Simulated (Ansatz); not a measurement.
`C[Si](C)(C)[Si](C)(C)[Si](C)(C)C`, relaxed as a singlet with RKS PBE-D4/def2-SVP in Ansatz, starting from the GFN2-xTB geometry. Force threshold 0.03 eV/Å.

Start:

Cartesian coordinates in Å:
```
C 2.8033 0.4552 0.4680
Si 1.6469 0.5162 -1.0563
C 1.9846 -1.0775 -2.0607
C 2.2004 2.0025 -2.1333
Si -0.6071 0.6199 -0.3668
C -0.9859 2.3945 0.2597
C -1.7358 0.3824 -1.9022
Si -1.2467 -0.9234 1.2994
C -0.6278 -2.6758 0.8464
C -3.1414 -1.0393 1.5635
C -0.4555 -0.4853 2.9855
H 3.8517 0.4779 0.1851
H 2.6416 -0.4525 1.0414
H 2.6282 1.2959 1.1319
H 3.0260 -1.1527 -2.3601
H 1.3822 -1.1170 -2.9627
H 1.7502 -1.9615 -1.4762
H 1.5931 2.0822 -3.0301
H 2.0995 2.9355 -1.5872
H 3.2376 1.9187 -2.4472
H -0.3683 2.6446 1.1164
H -0.7949 3.1385 -0.5076
H -2.0236 2.5001 0.5623
H -1.5027 1.0989 -2.6842
H -1.6119 -0.6097 -2.3247
H -2.7862 0.5039 -1.6545
H -0.9664 -3.4203 1.5606
H -0.9773 -2.9827 -0.1340
H 0.4569 -2.7105 0.8302
H -3.5574 -0.0770 1.8458
H -3.4041 -1.7491 2.3435
H -3.6403 -1.3552 0.6523
H 0.6278 -0.4743 2.9150
H -0.7272 -1.2001 3.7570
H -0.7695 0.4967 3.3242
```

```csv
step,energy (eV),largest force component (eV/Å),SCF passes
1,-32285.4569,0.965,19
2,-32285.7337,0.369,18
3,-32285.7763,0.049,18
4,-32285.7786,0.007,18
```

Force components are those of the run's own axes.

End:

```xyz
35

C     2.753    0.432    0.534
Si    1.636    0.472   -1.006
C     1.906   -1.114   -2.021
C     2.108    1.975   -2.074
Si   -0.630    0.644   -0.381
C    -0.964    2.399    0.299
C    -1.721    0.343   -1.922
Si   -1.183   -0.935    1.280
C    -0.566   -2.666    0.788
C    -3.074   -0.988    1.491
C    -0.393   -0.433    2.936
H     3.826    0.428    0.247
H     2.562   -0.475    1.143
H     2.578    1.317    1.180
H     2.967   -1.209   -2.337
H     1.280   -1.109   -2.937
H     1.641   -2.018   -1.437
H     1.474    2.034   -2.983
H     1.980    2.923   -1.511
H     3.167    1.915   -2.403
H    -0.333    2.604    1.188
H    -0.739    3.172   -0.464
H    -2.026    2.517    0.602
H    -1.490    1.073   -2.726
H    -1.554   -0.675   -2.330
H    -2.798    0.438   -1.673
H    -0.889   -3.429    1.528
H    -0.963   -2.967   -0.204
H     0.541   -2.696    0.732
H    -3.472    0.008    1.777
H    -3.367   -1.710    2.282
H    -3.573   -1.294    0.549
H     0.713   -0.388    2.859
H    -0.652   -1.157    3.737
H    -0.749    0.568    3.257
```

By distances, no bond broke or formed. The bond that changes most is C9–H27, from 1.09 to 1.11 Å (atoms count from 1).

No frequencies were taken in this run, so the end may be a saddle point.

Hardware: 2 threads of AMD EPYC 7R13 on a shared host and a share (18 GiB) of an NVIDIA H100 80GB HBM3. Wall time 15 s, peak host memory 0.95 GiB.
